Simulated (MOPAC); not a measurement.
MOPAC input (PM6):

```
PM6 PRECISE GNORM=0.05 LET XYZ CHARGE=1 GEO-OK AUX(PRECISION=9) THREADS=1
BrSi

Si   -0.00000000 1   -0.00000000 1   -1.51599915 1
Br    0.00000000 1    0.00000000 1    0.60639966 1
```

Task: What heat of formation does the run end on?

Result: 211.27 kcal/mol.
